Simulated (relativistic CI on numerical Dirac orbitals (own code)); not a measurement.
# d4 in a ligand field

Computed with a parametric ligand-field model of a d^n configuration (Racah B and C, spin-orbit zeta, crystal field), exact diagonalisation.

Field parameters in Wybourne normalisation: Oh B⁴₀ = 21Dq, B⁴₄ = √(5/14) B⁴₀; Td as Oh with Dq negative (B⁴₀ = 21Dq, B⁴₄ = √(5/14) B⁴₀). The field is a parameter set, without covalency.

Task: A d4 ion in Oh symmetry has the ground term 3T1 and bands at 1T2 6085 cm⁻¹ (1643 nm), 1E 6553 cm⁻¹ (1526 nm), 1A1 14150 cm⁻¹ (707 nm), 3E 24850 cm⁻¹ (402 nm), 3T1 25390 cm⁻¹ (394 nm), 3T2 25921 cm⁻¹ (386 nm), 3A1 26471 cm⁻¹ (378 nm). Which parameters reproduce them?

Result: B = 420, C = 2100, ζ = 0 cm⁻¹, Oh, 10Dq = 26900 cm⁻¹.

Task: A d4 ion in Oh symmetry has the ground term 3T1 and bands at 5E 3720 cm⁻¹ (2689 nm), 1T2 10267 cm⁻¹ (974 nm), 1E 11357 cm⁻¹ (881 nm), 3E 22321 cm⁻¹ (448 nm), 3T1 23274 cm⁻¹ (430 nm), 3T2 24168 cm⁻¹ (414 nm), 3A1 25430 cm⁻¹ (393 nm). Which parameters reproduce them?

Result: B = 790, C = 3650, ζ = 0 cm⁻¹, Oh, 10Dq = 25500 cm⁻¹.

Task: Ground term and bands for B = 590, C = 2460, ζ = 0 cm⁻¹, Oh, 10Dq = 18450 cm⁻¹?

Result: Ground term 3T1 with 0.03 electrons in the two orbitals of the cubic e set. Spin-allowed: 3E 16285 cm⁻¹ (614 nm), 3T1 16910 cm⁻¹ (591 nm), 3T2 17558 cm⁻¹ (570 nm), 3A1 18609 cm⁻¹ (537 nm). Lowest spin-forbidden: 5E 3459 cm⁻¹ (2891 nm), 1T2 7096 cm⁻¹ (1409 nm), 1E 7946 cm⁻¹ (1259 nm).

Task: Ground term and bands for B = 410, C = 2080, ζ = 0 cm⁻¹, Td, 10Dq = -6500 cm⁻¹?

Result: Ground term 5T2 with 2.00 electrons in the two orbitals of the cubic e set. Spin-allowed: 5E 6500 cm⁻¹ (1538 nm). Lowest spin-forbidden: 1A1 4052 cm⁻¹ (2468 nm), 3T1 4968 cm⁻¹ (2013 nm), 3T2 6979 cm⁻¹ (1433 nm).

Task: Ground term and bands for B = 450, C = 1620, ζ = 0 cm⁻¹, Td, 10Dq = -6500 cm⁻¹?

Result: Ground term 5T2 with 2.00 electrons in the two orbitals of the cubic e set. Spin-allowed: 5E 6500 cm⁻¹ (1538 nm). Lowest spin-forbidden: 1A1 946 cm⁻¹, 3T1 2973 cm⁻¹, 3T2 5212 cm⁻¹ (1919 nm).
